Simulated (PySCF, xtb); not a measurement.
CuCl₂, SMILES [Cl][Cu-][Cl], charge -1, multiplicity 1.

GFN2-xTB (xtb) at its own geometry gives an orbital gap of 8.05 eV.

Coordinates come from a ωB97X-D3(BJ)/def2-SVPD optimisation. The spin state was assumed, not searched.

Question: What does CAM-B3LYP/def2-TZVPD (PySCF) give? (Estimate from the structure and the level; the computed values follow.)

Answer: gap 7.71 eV (levels -3.86 and 3.85 eV).
